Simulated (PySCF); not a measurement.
Distorted geometries of [Pb(SH)3]−

[Pb(SH)3]− (singlet). PySCF 2.14.0, RKS TPSS, Pb def2-SVP with ECP60, S def2-SVP, H def2-SVP; non-relativistic Hamiltonian with scalar-relativistic core potentials where named; density fitting; no spin-orbit coupling. Relaxed geometry:

```xyz
7

Pb   -0.0092   -0.0104    0.6040
S     2.3299   -0.3835   -0.7006
H     2.9299    0.5645    0.0688
S    -0.8064    2.2102   -0.7144
H    -1.8946    2.3266    0.0940
S    -1.5015   -1.8320   -0.7249
H    -1.0480   -2.8181    0.0953
```

Question: Order these distorted geometries by energy above the relaxed one, lowest first.
A.
```xyz
7

Pb   -0.0260   -0.0312    0.5999
S     2.3619   -0.3993   -0.7379
H     2.9017    0.5389    0.0626
S    -0.8231    2.2514   -0.7128
H    -1.8767    2.3491    0.1368
S    -1.5167   -1.8007   -0.7186
H    -1.0212   -2.8508    0.0924
```
B.
```xyz
7

Pb   -0.3718    0.0453    0.4994
S     2.3547   -0.3146   -0.7765
H     3.1715    0.4139    0.1840
S    -0.7219    2.2399   -0.8507
H    -2.0740    2.3126    0.0778
S    -1.4437   -1.8752   -0.5104
H    -0.9148   -2.7647    0.0988
```
C.
```xyz
7

Pb    0.0419    0.2181    0.8463
S     2.5178   -0.3873   -0.6602
H     2.7780    0.2974   -0.0263
S    -0.7847    2.1535   -0.6768
H    -1.9756    2.4151    0.0316
S    -1.4932   -1.9341   -0.7884
H    -1.0843   -2.7055   -0.0039
```

Answer: A (0.06 eV), B (1.91 eV), C (5.38 eV).

Question: Which forces (eV/Å) act in the one that lies 0.06 eV up?

Answer: 
```
Pb   0.35  0.31 -0.21
S   -0.43 -0.21 -0.01
H    0.19  0.25  0.19
S    0.12 -0.25  0.10
H   -0.08  0.04  0.04
S    0.27 -1.02  0.56
H   -0.41  0.88 -0.68
```
Forces carry noise of the integration grid, about 0.01 to 0.03 eV/Å.

No frequency check is given that shows the relaxed geometry to be a minimum.
